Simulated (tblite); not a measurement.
Input of a run (GFN2-xTB geometry optimisation, gas phase (tblite 0.8.0)), started from a force field or distance geometry:
```
{"job": {"kind": "relax", "xc": "GFN2-xTB", "basis": "xTB"}, "charge": 0, "multiplicity": 1}
C      2.859700    -0.184700     0.508600
C      1.434400     0.254600     0.899900
C      0.627800     0.013600    -0.320300
C     -0.836100     0.371400    -0.217700
Si    -1.554600    -0.042500    -1.889200
C     -1.593700    -0.465500     0.768300
F     -1.691200    -1.822900     0.652900
C     -2.160500     0.204100     1.785900
F     -2.882300    -0.442100     2.750900
H      2.755700    -1.099700    -0.125800
H      3.442200    -0.415300     1.388600
H      3.305100     0.610500    -0.103700
H      1.090800    -0.336800     1.804000
H      1.493200     1.328900     1.158700
H      1.026000     0.742100    -1.092400
H      0.766700    -0.978800    -0.740900
H     -1.001700     1.440800     0.013800
H     -0.945200     0.904400    -2.838600
H     -1.041600    -1.376400    -2.224600
H     -3.014100     0.018000    -1.904300
H     -2.089500     1.293100     1.880000
```

Output (eV, eV/Å):
```
step      E/eV     max force
  0    -819.42255    2.174
  1    -819.63190    0.963
  2    -819.71588    0.771
  3    -819.77027    0.533
  4    -819.80386    0.445
  5    -819.83227    0.368
  6    -819.85220    0.339
  7    -819.87242    0.308
  8    -819.88917    0.273
  9    -819.90411    0.257
 10    -819.91756    0.249
 11    -819.93061    0.262
 12    -819.94172    0.221
 13    -819.94950    0.183
 14    -819.95578    0.189
 15    -819.96286    0.180
 16    -819.96987    0.181
 17    -819.97522    0.149
 18    -819.97917    0.147
 19    -819.98329    0.157
 20    -819.98873    0.174
 21    -819.99460    0.171
 22    -819.99946    0.169
 23    -820.00384    0.189
 24    -820.00917    0.198
 25    -820.01532    0.208
 26    -820.02117    0.157
 27    -820.02545    0.113
 28    -820.02823    0.091
 29    -820.03044    0.094
 30    -820.03278    0.112
 31    -820.03539    0.106
 32    -820.03807    0.123
 33    -820.04024    0.103
 34    -820.04161    0.072
 35    -820.04254    0.071
 36    -820.04351    0.073
 37    -820.04458    0.080
 38    -820.04550    0.053
 39    -820.04614    0.050
 40    -820.04668    0.047
 41    -820.04732    0.058
 42    -820.04803    0.059
 43    -820.04862    0.053
 44    -820.04908    0.052
 45    -820.04951    0.056
 46    -820.04997    0.057
 47    -820.05037    0.044
 48    -820.05065    0.034
 49    -820.05086    0.034
 50    -820.05107    0.036
 51    -820.05129    0.036
 52    -820.05147    0.025
 53    -820.05159    0.026
 54    -820.05169    0.024
 55    -820.05179    0.026
 56    -820.05190    0.024
 57    -820.05201    0.026
 58    -820.05212    0.034
 59    -820.05227    0.038
 60    -820.05246    0.037
 61    -820.05274    0.037
 62    -820.05309    0.038
 63    -820.05343    0.042
 64    -820.05372    0.047
 65    -820.05401    0.045
 66    -820.05438    0.040
 67    -820.05485    0.051
 68    -820.05531    0.045
 69    -820.05569    0.042
 70    -820.05599    0.038
 71    -820.05629    0.040
 72    -820.05659    0.042
 73    -820.05684    0.043
 74    -820.05705    0.038
 75    -820.05725    0.029
 76    -820.05746    0.030
 77    -820.05765    0.030
 78    -820.05778    0.028
 79    -820.05788    0.029
 80    -820.05798    0.028
 81    -820.05817    0.021
 82    -820.05826    0.019
 83    -820.05833    0.014
 84    -820.05837    0.012
 85    -820.05840    0.012
 86    -820.05842    0.012
 87    -820.05845    0.010
 88    -820.05847    0.013
 89    -820.05850    0.014
 90    -820.05853    0.010
 91    -820.05855    0.008
```

Question: Summarise the run.

Answer: The energy falls by 61.4 kJ/mol over 91 L-BFGS steps, the largest force on an atom goes from 2.17 to 0.008 eV/Å, and the atoms move by 0.316 Å rms after alignment. The bond that changes most is C4–Si5 (sp3 carbon bound to silicon to SiH3 silicon), which lengthens by 0.059 Å. Bonds longer at the end by more than 0.005 Å: 5 of 20; shorter: 14. Among the angles that change most is C4–C6–C8, from 115.7° to 125.9°. Among the dihedrals that turn most is H11–C1–C2–H14, from 83° to 59°. The energy never rose by more than 1e-5 eV on the way. The first step brought 33 % of the lowering.

Question: What are the final bond lengths?

Answer: C1–C2 1.524 Å, C2–C3 1.528 Å, C3–C4 1.534 Å, C4–Si5 1.925 Å, C4–C6 1.484 Å, C6–F7 1.352 Å, C6=C8 1.326 Å, C8–F9 1.346 Å, C1–H10 1.088 Å, C1–H11 1.087 Å, C1–H12 1.088 Å, C2–H13 1.092 Å, C2–H14 1.093 Å, C3–H15 1.092 Å, C3–H16 1.092 Å, C4–H17 1.093 Å, Si5–H18 1.464 Å, Si5–H19 1.459 Å, Si5–H20 1.462 Å, C8–H21 1.077 Å. Numbering counts from 1 in the input's order; the species is `CCC[C@@H]([SiH3])/C(F)=C/F`.

Time: 0.64 s of wall time. Hardware: one thread of an Arm Neoverse V2, shared host.

Its GFN2-xTB frequencies are all real (lowest 40 cm⁻¹). One conformer, not necessarily the lowest. 3 starts were optimised and ended at 0.00, 0.00 and 0.67 kcal/mol (GFN2-xTB); the lowest of these is shown.

The numbers are calculated, not measured.
